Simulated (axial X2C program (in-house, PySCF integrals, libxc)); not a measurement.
## Nuclear properties of ClTiCl⁻

Computed with an axial X2C code built on PySCF integrals: two-component X2C with atomic mean-field Coulomb and Gaunt terms, Gaussian nuclei, basis Cl dyall-av3z, Ti dyall-v3z with contracted cores.

Cl–Ti–Cl held linear, with bonds 2.357 and 2.357 Å (near the PBE0 minimum at charge -1 of the determinant lowest at the starting distance; the state shown can have its own minimum elsewhere, held linear; other orders of the atoms were not compared).

Determinant lowest in the PBE0 search, Ω = 3/2 (⟨Sz⟩ = 1.50, ⟨Lz⟩ = 0.00 at PBE0), spin on the atoms Cl -0.05, Ti 1.60, Cl -0.05:

| level | A∥/gI Cl (MHz) | qzz Cl (a.u.) | A∥/gI Ti (MHz) | qzz Ti (a.u.) |
| --- | --- | --- | --- | --- |
| PBE0 | 7.57 | 0.24 | 177 | 0.04 |
| HF | 7.8 | 0.09 | 137 | 0.02 |
| r2SCAN | 6.69 | 0.19 | 208 | -0.05 |

Determinant 0.36 eV from it at PBE0 and this distance, Ω = 3/2 (⟨Sz⟩ = -0.50, ⟨Lz⟩ = 2.00 at PBE0), spin on the atoms Cl -0.03, Ti -0.43, Cl -0.03:

| level | A∥/gI Cl (MHz) | qzz Cl (a.u.) | A∥/gI Ti (MHz) | qzz Ti (a.u.) |
| --- | --- | --- | --- | --- |
| PBE0 | 10.6 | 0.35 | 285 | -1.32 |
| HF | 45.7 | 0.22 | 302 | -1.69 |
| r2SCAN | 12.6 | 0.29 | 241 | -1.43 |

A∥ (defined per Ω) follows by multiplying with gI = μI/(I μN); qzz is the electric field gradient, eQq0 = 234.96 MHz × Q/barn × qzz. The operators were transformed with the bare-nucleus X2C matrices; with these basis sets, hyperfine constants and field gradients can be off by tens of per cent, and where levels differ in sign neither size nor sign is settled.

(1) With gI(35Cl) = 0.5479, gI(47Ti) = -0.3154 (g factors from the IAEA table of nuclear moments by Stone), turn the PBE0 values of the first state into constants in MHz.

The molecule was held linear; bending was not examined, so a bent shape may lie lower.

Each state is one determinant with collinear spin, which with several unpaired electrons need not be a pure state. Unrestricted Hartree–Fock can overshoot spin polarisation at the nuclei. For an anion, determinants above electron detachment, or with a positive highest level, are held by the basis set. This is the top spin component of a Σ state; components of lower Ω are not single determinants and can lie lower. With several open shells hyperfine constants can be off by a factor of several. States lie within half an eV, so the first need not be the ground state. Where a field gradient or hyperfine factor spreads by more than a factor of two over the levels, a constant derived from it is not to be relied on. PBE0 term energies can be off by some tenths of an eV.

## Answers

(1) A∥(35Cl) = 7.57 × 0.5479 = 4.15 MHz; A∥(47Ti) = 177 × -0.3154 = -55.8 MHz.
